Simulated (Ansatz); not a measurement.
`CN(C)[Si]Br` + CH₄ → `C[Si]Br` + dimethylamine  (formal exchange of groups at the Si–N bond)

Gas-phase electronic energies from Ansatz, PBE0-D4/def2-TZVP geometries. CBS: MP2 limit from def2 TZ/QZ plus the TZ coupled-cluster correction, frozen cores. This one scheme is used for every species. Functionals use def2-TZVPP. For Br outer-core shells are correlated without core-valence functions, which leaves a few kJ/mol of doubt a bond. Scalar relativity is left out up to krypton. One conformer a species, not always the lowest.

```json
{"species": "`CN(C)[Si]Br`", "r2SCANh energy (Eh)": "-2998.19421"}
{"species": "CH₄", "r2SCANh energy (Eh)": "-40.49979"}
{"species": "`C[Si]Br`", "r2SCANh energy (Eh)": "-2903.51752"}
{"species": "`CNC`", "r2SCANh energy (Eh)": "-135.12355"}
```

Work out ΔE.

ΔE = (-2903.51752) + (-135.12355) − (-2998.19421) − (-40.49979) = 0.05293 Eh = +33.2 kcal/mol. CCSD(T)/CBS gives +33.3 kcal/mol.

Largest T1 diagnostic among the species: 0.012.

From r2SCAN to r2SCAN0 (25 % exact exchange), in def2-TZVPP and without D4, ΔE moves by −1.0 kcal/mol. Leaving LDA and LC-ωPBE aside and taking each functional with its dispersion term where it has one, the values, not all of them listed here, spread over 2.5 kcal/mol, from ωB97X-V to BLYP-D4. LDA lies +2.9 kcal/mol from PBE without D4. In def2-TZVPP, CCSD(T) changes the Hartree–Fock value by +4.6 kcal/mol (the triples alone add +1.3 kcal/mol) and MP2 by +6.8 kcal/mol.
